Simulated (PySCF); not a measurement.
(CF3)2P-PF2, C2F8P2.
Numbering: `[F:1][P:2]([F:3])[P:4]([C:5]([F:6])([F:7])[F:8])[C:9]([F:10])([F:11])[F:12]`

Computed by this run: PBE0-D3(BJ)/def2-SVP geometry optimisation, gas phase in PySCF 2.14.0; density fitting, grid level 1; the optimiser is geomeTRIC in internal coordinates, started from a GFN2-xTB structure.

The end geometry, which sets the zero of energy:
```
atom  x, y, z in Å
F1     -0.7820    2.9638    0.0887
P2     -0.0120    1.7886    0.8690
F3      1.5037    2.2544    0.5875
P4     -0.0617    0.3287   -0.8761
C5      1.3527   -0.7747   -0.2488
F6      1.1271   -2.0421   -0.5846
F7      1.5278   -0.7268    1.0751
F8      2.4869   -0.3834   -0.8182
C9     -1.4970   -0.6842   -0.1568
F10    -1.9085   -1.6038   -1.0172
F11    -1.2272   -1.2907    0.9958
F12    -2.5076    0.1691    0.0628
```

Problem. These geometries come from the run, each turned onto the end geometry. Order them by energy, lowest first.
A.
```
atom  x, y, z in Å
F1     -0.8344    2.9265    0.1972
P2      0.0341    1.7782    0.9153
F3      1.5115    2.3032    0.5384
P4     -0.0501    0.3548   -0.8581
C5      1.3501   -0.7846   -0.2524
F6      1.0749   -2.0528   -0.5359
F7      1.5774   -0.6992    1.0624
F8      2.4759   -0.4534   -0.8736
C9     -1.4966   -0.6691   -0.1746
F10    -1.8269   -1.6397   -1.0143
F11    -1.2693   -1.2167    1.0167
F12    -2.5444    0.1518   -0.0440
```
B.
```
atom  x, y, z in Å
F1     -0.8359    2.8499    0.2550
P2      0.0076    1.6432    0.8908
F3      1.4314    2.3154    0.5749
P4     -0.0252    0.3565   -0.9424
C5      1.3364   -0.7793   -0.2673
F6      1.0533   -2.0621   -0.4840
F7      1.5541   -0.6291    1.0493
F8      2.4833   -0.5037   -0.8861
C9     -1.4611   -0.6279   -0.1973
F10    -1.8448   -1.6288   -0.9811
F11    -1.1922   -1.1341    1.0118
F12    -2.5045    0.1991   -0.0463
```
C.
```
atom  x, y, z in Å
F1     -0.8420    2.9434    0.2014
P2      0.0446    1.8096    0.9293
F3      1.5200    2.3358    0.5281
P4     -0.0476    0.3674   -0.8431
C5      1.3460   -0.7963   -0.2479
F6      1.0483   -2.0594   -0.5304
F7      1.5843   -0.7129    1.0650
F8      2.4630   -0.4683   -0.8856
C9     -1.4947   -0.6802   -0.1727
F10    -1.8015   -1.6436   -1.0293
F11    -1.2714   -1.2344    1.0166
F12    -2.5468    0.1378   -0.0541
```
D.
```
atom  x, y, z in Å
F1     -0.8203    2.9365    0.1685
P2      0.0125    1.7701    0.8932
F3      1.5020    2.2859    0.5678
P4     -0.0516    0.3431   -0.8745
C5      1.3490   -0.7825   -0.2560
F6      1.0891   -2.0519   -0.5562
F7      1.5531   -0.7078    1.0643
F8      2.4807   -0.4319   -0.8561
C9     -1.4909   -0.6701   -0.1698
F10    -1.8525   -1.6351   -1.0039
F11    -1.2439   -1.2233    1.0173
F12    -2.5249    0.1658   -0.0174
```

Solution. D (0.002 eV), A (0.005 eV), C (0.015 eV), B (0.091 eV).

In the order of the answer:

| step | E above end (eV) | largest force (eV/Å) | rms force component (eV/Å) | rms distance from end (Å) | rms bond change (Å) | bond most changed (Å) |
| --- | --- | --- | --- | --- | --- | --- |
| 4 | 0.002 | 0.07 | 0.023 | 0.055 | 0.002 | P2–P4 -0.003 |
| 2 | 0.005 | 0.12 | 0.035 | 0.078 | 0.002 | P4–C5 +0.004 |
| 1 | 0.015 | 0.35 | 0.119 | 0.090 | 0.006 | P2–P4 +0.011 |
| 0 | 0.091 | 0.88 | 0.247 | 0.122 | 0.012 | P2–P4 -0.036 |

The cost below is that of the whole optimisation. Hardware: one thread, x86-64 server, no GPU, on a shared host. Cost: 4.9 min wall, 4.0 min CPU.
